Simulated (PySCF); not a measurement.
H2MoO2S2, SMILES [OH][Mo]([OH])(=[S])=[S], multiplicity 1.

The structure is a stationary point at PBE0-D3(BJ)/def2-SVP. The geometry has at least one imaginary mode, so it is a saddle point at that level. The multiplicity is an assumed one; other spin states were not compared. The def2 effective core potentials stand for the cores of Mo; spin–orbit coupling is left out. One conformer was computed; it need not be the lowest.

Computed with B3LYP/def2-TZVP in PySCF.

The molecule is in vacuum.

```json
{
  "total_energy": "-1016.56250 hartree",
  "point_group": "C2v",
  "highest_occupied_level": "-6.85 eV",
  "lowest_empty_level": "-3.29 eV",
  "orbital_gap": "3.56 eV",
  "dipole_moment": "0.93 D",
  "quadrupole, principal values (traceless, Buckingham form, about the centre of nuclear charge)": "-8.71, -8.29, 16.99 D·Å",
  "mean_static_polarisability": "87.7 bohr³ (12.99 Å³)",
  "polarisability_principal_values": "70.9, 79.1, 113.0 bohr³"
}
```
